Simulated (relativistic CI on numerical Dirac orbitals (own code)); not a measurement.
**Crystal-field levels of Cu2+, 3d9**

Calculated by Dirac-Coulomb-Breit CI, KLI orbitals optimised for each configuration, a model potential for QED, valence Slater integrals scaled by 0.75, one configuration in a parametric crystal field (own radial code).

Field parameters in Wybourne normalisation: Oh B⁴₀ = 21Dq, B⁴₄ = √(5/14) B⁴₀. The field is a parameter set, without covalency.

S is read from ⟨S²⟩ = S(S + 1).

Levels (cm⁻¹, degeneracy): 0 (4), 8951 (2), 10231 (4).

Problem. Which field gives this pattern?
A. Oh, 10Dq = 6500 cm⁻¹
B. Oh, 10Dq = 17450 cm⁻¹
C. Oh, 10Dq = 22450 cm⁻¹
D. Oh, 10Dq = 9650 cm⁻¹

Solution. D. Oh, 10Dq = 9650 cm⁻¹, ground level with S = 0.50.
